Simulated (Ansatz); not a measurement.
```yaml
crystal:
  periodic: [false, false, false]
  atoms:
    - {symbol: C, position_ang: [-0.848050, 0.158715, -0.629177]}
    - {symbol: S, position_ang: [-0.599241, -0.805792, 0.009737]}
    - {symbol: Si, position_ang: [0.548951, -0.130498, 0.777031]}
    - {symbol: O, position_ang: [1.228628, 0.189050, 0.147911]}
    - {symbol: H, position_ang: [-0.403482, 0.321863, -0.958252]}
    - {symbol: H, position_ang: [-1.245808, 0.607322, -0.223001]}
    - {symbol: H, position_ang: [-1.276389, -0.135447, -1.283214]}
    - {symbol: H, position_ang: [0.705016, -0.773819, 1.212762]}
    - {symbol: H, position_ang: [0.267628, 0.719399, 1.292202]}
    - {symbol: H, position_ang: [1.406796, -0.207341, -0.248528]}
basis:
  gaussian: {orbitals: cc-pVDZ, point_charges: [{charge: -1.00, position_ang: [6.849, -0.641, 0.314]}]}
magnetization: {spin_polarized: true, initial_magnetization: 0}
hamiltonian: {xc: {name: HSE06}, dispersion: d3bj}
output: {forces: true}
```

```sh
$ ansatz run in.yaml --threads 2 --pin off --events-out ev --progress --plain --max-ram 4352MiB
```

Shortened log:

```
Functional definition: HSE06
894 factors; integrals over basis functions are off by at most 4.4e-4 eV
82 factors; integrals over basis functions are off by at most 2.4e-7 eV
mean field evaluation 1: about -21750.0998 eV, gradient 8.3e1 eV
mean field evaluation 2: about -21736.0520 eV, gradient 1.0e2 eV
mean field evaluation 4: about -21774.1533 eV, gradient 4.0e0 eV
mean field evaluation 8: about -21774.7067 eV, gradient 3.6e-1 eV
mean field evaluation 16: about -21774.7073 eV, gradient 4.1e-5 eV
mean field -21774.70725025 eV, -800.2057320199 hartree, gradient 4.1e-5 eV, S^2 0.000000; 0 other end points of the search recorded, 0 dependent functions left out
reference -21774.70727903 eV, -800.2057330775 hartree; 25, 25 occupied and 69, 69 virtual orbitals, 894 factors
Total energy: -21774.88061077 eV, -800.2121029017 hartree
Atom 0 at    -0.848050     0.158715    -0.629177 Å, force   -64.715933     6.331682     6.541891 eV/Å
Atom 1 at    -0.599241    -0.805792     0.009737 Å, force   -15.902580   -78.428195    22.092000 eV/Å
Atom 2 at     0.548951    -0.130498     0.777031 Å, force  -102.467143    -0.380828    83.458418 eV/Å
Atom 3 at     1.228628     0.189050     0.147911 Å, force   100.173734   113.588503   -57.926685 eV/Å
Atom 4 at    -0.403482     0.321863    -0.958252 Å, force    77.550763    32.560013   -56.538357 eV/Å
Atom 5 at    -1.245808     0.607322    -0.223001 Å, force   -21.681815    27.253916    20.004531 eV/Å
Atom 6 at    -1.276389    -0.135447    -1.283214 Å, force   -11.438718    -4.144871   -15.316150 eV/Å
Atom 7 at     0.705016    -0.773819     1.212762 Å, force    16.462458   -61.057382    44.850166 eV/Å
Atom 8 at     0.267628     0.719399     1.292202 Å, force    -8.340290    19.963988    13.904829 eV/Å
Atom 9 at     1.406796    -0.207341    -0.248528 Å, force    30.389918   -55.694334   -61.044921 eV/Å
Dipole moment:     0.158805     0.284876    -0.565016 e Å
```

(1) Something in this input is off. What?

Answers

(1) The geometry is squeezed to about two thirds of its size. The calculation finished and met its thresholds. The result belongs to that input, not to the molecule as meant.

HSE06 is defined as in plane-wave codes.
